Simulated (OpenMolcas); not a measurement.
## Nb4+ in a point-charge field

Nb4+ among 6 point charges of -1.5 e arranged as a trigonal prism (D3h), 2.1 Å from the ion, with a polar angle of 41.2° against the regular 49.1°.

| Quantity | Value |
| --- | --- |
| Program | OpenMolcas 26.06 |
| Method | SS-CASPT2, IPEA 0.25 Eh, imaginary shift 0.1 Eh (closed shells correlated: 4s 4p) |
| Basis | ANO-RCC-VTZP [7s6p4d2f1g] |
| Scalar Hamiltonian | DKH2, point nucleus |
| Active space | 1 electron in 5 orbitals (4d) |
| State averaging | 2S+1 = 2 even, 5 roots |
| Spin-orbit coupling | state interaction with AMFI integrals over the reference wave functions |

The lowest spin-free states (labels of D3, the rotations of D3h), above the lowest:

```tsv
State	Degeneracy	E (cm-1)	Free-ion L (%)
2E	2	0	D (100)
2A1	1	11650	D (100)
2E	2	16190	D (100)
```

The lowest levels with spin-orbit coupling:

```
E (cm-1)  Degeneracy  Label  2S+1               g
       0           2   E3/2     2  0.00 0.00 1.98
    1370           2   E1/2     2  0.00 0.00 5.98
   12180           2   E1/2     2  1.03 1.03 1.93
   16680           2   E1/2     2  0.07 0.97 0.97
   17290           2   E3/2     2  0.00 0.00 3.99
```

Powder χT (cm3 K/mol): 0.123 at 2 K, 0.126 at 10 K, 0.136 at 50 K, 0.148 at 100 K, 0.174 at 200 K, 0.2 at 300 K. The effective moment at 300 K is 2.828 √(χT) = 1.26 μB.

The lowest level has 2S+1 = 2, for which the spin-only value is χT = S(S+1) / 2 = 0.375 cm3 K/mol (g = 2). The computed 0.200 at 300 K differs by -0.175, through orbital momentum, spin-orbit coupling and any other state in reach.

Roots that are degenerate in the reference are averaged as groups; the widest CASPT2 spread within a group is 140 cm-1 (the 2-fold group of multiplicity 2 near 0 cm-1 above the lowest state of its run). Shifts and gaps below about the spread of the groups concerned are not significant. An orbital doublet at a regular site is open to a Jahn-Teller distortion, which this geometry leaves out. Free-ion shares, where given, are those of the reference states; single-state CASPT2 does not remix them. Point charges carry no covalency, so the field is a model and not that of real ligands. No measured value stands beside these numbers.
